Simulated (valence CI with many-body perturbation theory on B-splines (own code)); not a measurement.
Er XLVIII: input, log and results

Computed by valence CI with perturbative core correlation (CI+MBPT): three valence electrons over a frozen Dirac-Fock core [Ar], a basis of 9 s, 9 p, 10 d, 8 f, 5 g, 3 h, 1 i functions for each j, with the one-electron correlation potential Σ1 (screened to all orders), the two-electron term Σ2, the three-electron term Σ3, Breit, model QED; selected single and double excitations, second order for the rest (own B-spline code, finite nucleus).

Command, and the settings that its task file holds:

```sh
python run_cv.py task.json out
```

```
atom Er  Z=68  mass_number=166  rms_radius_fm=5.2516
core [Ar]
valence 3d3
avg = 1
basis = L
breit = 1
cap = 40000
capref = 1200
cscale = 1
de = 0.0
dress = 0
eps = 2e-08
h = 0.27
hh = 1
l2 = 3
lcore = 6
maxit = 60
n2 = 5
natural = 1
nlev = 60
nno = [6, 6, 7, 6, 4, 3, 1]
nroot = 26
nsp = [3, 3, 3, 2, 1, 0, 0]
pt2 = 1
qed = 1
rpa = 1
s1 = 1
s2 = 1
s3 = 1
screen = 1
tol = 2e-05
whole = 1
```

Question: Roughly how long does this run take on one core of Intel(R) Xeon(R) Platinum 8488C (Sapphire Rapids), and how much memory?

Answer: 66 s on 1 thread of Intel(R) Xeon(R) Platinum 8488C (Sapphire Rapids), with other jobs on the host, peak memory 0.55 GiB.

Log. The first blocks belong to the next ion, which gives the ionisation energy. Fields: 2J, parity (1 odd), roots, reference size, generating configurations, candidates as configurations/state functions, variational space P, stored matrix elements, Davidson steps; e2 is the range of second-order energies in hartree. The first line gives the box (bohr), its intervals, the orbitals and the steps of their self-consistent field. Window is the range of levels sought, series limit the energy at which the first omitted orbital would enter, core excitation an estimate of the first excitation out of the core, left out the lowest levels not solved, and shifts from estimates the range by which levels moved from their first estimate, all in cm⁻¹.

```
rmax 2.4 intervals 56 orbitals 81 references ['3d3', '3d2 4s', '3d2 4p'] scf 2 t 1.6
2J=4 par=0 roots 2 ref 45 generators 3 cand 1139/1139 P 867/867 nnz 0 it 0
2J=4 par=0 roots 2 ref 45 generators 3 cand 317/317 P 1034/1034 nnz 0 it 0
   second order: generators 4 cand 150/150 e2 -0.00000 -0.00000
2J=0 par=0 roots 2 ref 17 generators 2 cand 344/344 P 350/350 nnz 0 it 0
2J=0 par=0 roots 2 ref 17 generators 2 cand 11/11 P 361/361 nnz 0 it 0
   second order: generators 2 cand 0/0 e2 -0.00000 -0.00000
2J=6 par=0 roots 2 ref 37 generators 2 cand 1146/1146 P 748/748 nnz 0 it 0
2J=6 par=0 roots 2 ref 37 generators 3 cand 435/435 P 921/921 nnz 0 it 0
   second order: generators 6 cand 262/262 e2 -0.00000 -0.00000
reference levels 673, estimated 19, window 1353277 1/cm; series limit 25122270, core excitation 2084700
2J=3 par=0 roots 5 ref 71 generators 4 cand 2154/4992 P 2010/5269 nnz 7.3e+06 it 4
2J=3 par=0 roots 5 ref 71 generators 4 cand 1059/2293 P 2477/6413 nnz 1.1e+07 it 4
   second order: generators 5 cand 2119/5112 e2 -0.00000 -0.00000
2J=5 par=0 roots 5 ref 79 generators 3 cand 2493/6858 P 2010/6244 nnz 1e+07 it 4
2J=5 par=0 roots 5 ref 79 generators 3 cand 1227/3193 P 2553/7790 nnz 1.6e+07 it 4
   second order: generators 5 cand 3762/10564 e2 -0.00001 -0.00000
2J=7 par=0 roots 3 ref 66 generators 2 cand 2435/7110 P 1849/5875 nnz 9.3e+06 it 4
2J=7 par=0 roots 3 ref 66 generators 2 cand 1343/3800 P 2419/7646 nnz 1.6e+07 it 4
   second order: generators 2 cand 773/2029 e2 -0.00001 -0.00000
2J=9 par=0 roots 3 ref 49 generators 3 cand 2122/6114 P 1702/5348 nnz 8e+06 it 5
2J=9 par=0 roots 3 ref 49 generators 3 cand 1240/3311 P 2188/6839 nnz 1.3e+07 it 4
   second order: generators 3 cand 754/1820 e2 -0.00001 -0.00000
2J=1 par=0 roots 2 ref 43 generators 2 cand 1292/2040 P 1725/2808 nnz 2.1e+06 it 4
2J=1 par=0 roots 2 ref 43 generators 2 cand 901/1408 P 2096/3442 nnz 3.2e+06 it 4
   second order: generators 2 cand 530/774 e2 -0.00000 -0.00000
2J=11 par=0 roots 1 ref 25 generators 1 cand 1613/4346 P 1258/3673 nnz 4.1e+06 it 4
2J=11 par=0 roots 1 ref 25 generators 1 cand 1250/3195 P 1631/4712 nnz 6.5e+06 it 4
   second order: generators 1 cand 877/2156 e2 -0.00001 -0.00001
left out: unestimated 13062077, estimated none, shifts from estimates -6 to 12
operators 3.1
```

The Davidson iterations converged.

No measured spectrum was set against this ion. As an estimate, large intervals hold to a few tenths of a per cent, small ones and those within an open d or f shell to about a per cent. Only levels of the ground parity were solved; by the run's estimate the other parity begins above the list, which can be wrong where configurations are misplaced.

```yaml
Valence_energy: -459.5552 hartree
Ionisation_energy: "4038.8 eV (NIST: 4038 ± 4 eV (theoretical))"
Reference_configurations_for_the_orbitals: 3d3, 3d2 4s, 3d2 4p
Radial_orbitals: 81
Box_radius: 2.388 bohr
Largest_variational_space: 7790
Lowest_levels: (3d3/2^3) J=3/2 0, (3d3/2^2 3d5/2) J=5/2 [a] 338350, (3d3/2^2 3d5/2) J=3/2 386150, (3d3/2^2 3d5/2) J=7/2 409750, (3d3/2^2 3d5/2) J=9/2 412980, (3d3/2^2 3d5/2) J=1/2 423930, (3d3/2^2 3d5/2) J=5/2 [b] 584210, (3d3/2 3d5/2^2) J=7/2 [a] 742250, (3d3/2 3d5/2^2) J=9/2 773620, (3d3/2 3d5/2^2) J=3/2 [a] 811060, (3d3/2 3d5/2^2) J=1/2 831940, (3d3/2 3d5/2^2) J=11/2 844330, (3d3/2 3d5/2^2) J=5/2 [a] 849420, (3d3/2 3d5/2^2) J=5/2 [b] 903940 cm⁻¹
```

Levels are named by their leading jj configuration (3d3/2^4 stands for four electrons in 3d with j = 3/2), which in mixed levels can hold well under half, so a name can repeat and another be missing. Letters in brackets count levels of one name in rising energy.
